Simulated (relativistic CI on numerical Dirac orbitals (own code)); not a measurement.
# Ligand-field terms of d6

Computed with a parametric ligand-field model of a d^n configuration (Racah B and C, spin-orbit zeta, crystal field), exact diagonalisation.

Field parameters in Wybourne normalisation: D3d B²₀ = −7Dσ, B⁴₀ = −14Dq − 21Dτ, B⁴₃ = −14√(10/7) Dq; Oh B⁴₀ = 21Dq, B⁴₄ = √(5/14) B⁴₀. The field is a parameter set, without covalency.

Q: Ground term and bands for B = 980, C = 3890, ζ = 0 cm⁻¹, D3d, 10Dq = 21400, Dσ = 420, Dτ = -260 cm⁻¹?

A: Ground term 1A1 with 0.07 electrons in the two orbitals of the cubic e set. Spin-allowed: 1E 18039 cm⁻¹ (554 nm), 1A2 18514 cm⁻¹ (540 nm), 1E 28793 cm⁻¹ (347 nm), 1A1 30917 cm⁻¹ (323 nm). Lowest spin-forbidden: 5E 7276 cm⁻¹ (1374 nm), 5A1 7820 cm⁻¹ (1279 nm), 3E 9382 cm⁻¹ (1066 nm).

Q: Ground term and bands for B = 320, C = 1420, ζ = 0 cm⁻¹, Oh, 10Dq = 7250 cm⁻¹?

A: Ground term 1A1 with 0.06 electrons in the two orbitals of the cubic e set. Spin-allowed: 1T1 6422 cm⁻¹ (1557 nm), 1T2 10192 cm⁻¹ (981 nm), 1T2 13551 cm⁻¹ (738 nm), 1E 13576 cm⁻¹ (737 nm). Lowest spin-forbidden: 5T2 2464 cm⁻¹, 3T1 3339 cm⁻¹ (2995 nm), 3T2 5203 cm⁻¹ (1922 nm).

Q: Ground term and bands for B = 930, C = 3830, ζ = 0 cm⁻¹, Oh, 10Dq = 3250 cm⁻¹?

A: Ground term 5T2 with 2.00 electrons in the two orbitals of the cubic e set. Spin-allowed: 5E 3250 cm⁻¹ (3077 nm). Lowest spin-forbidden: 3T1 17402 cm⁻¹ (575 nm), 3T2 18756 cm⁻¹ (533 nm), 3T1 19987 cm⁻¹ (500 nm).

Q: Ground term and bands for B = 890, C = 3950, ζ = 0 cm⁻¹, D3d, 10Dq = 33100, Dσ = -1200, Dτ = 200 cm⁻¹?

A: Ground term 1A1 with 0.04 electrons in the two orbitals of the cubic e set. Spin-allowed: 1E 30986 cm⁻¹ (323 nm), 1A2 31922 cm⁻¹ (313 nm), 1A1 42727 cm⁻¹ (234 nm), 1E 43759 cm⁻¹ (229 nm). Lowest spin-forbidden: 3E 22581 cm⁻¹ (443 nm), 3A2 23483 cm⁻¹ (426 nm), 3A1 28762 cm⁻¹ (348 nm).

Q: Ground term and bands for B = 540, C = 2330, ζ = 0 cm⁻¹, Oh, 10Dq = 31900 cm⁻¹?

A: Ground term 1A1 with 0.02 electrons in the two orbitals of the cubic e set. Spin-allowed: 1T1 30140 cm⁻¹ (332 nm), 1T2 37955 cm⁻¹ (263 nm), 1T2 61234 cm⁻¹ (163 nm), 1E 61641 cm⁻¹ (162 nm). Lowest spin-forbidden: 3T1 25247 cm⁻¹ (396 nm), 3T2 29137 cm⁻¹ (343 nm), 5T2 43304 cm⁻¹ (231 nm).
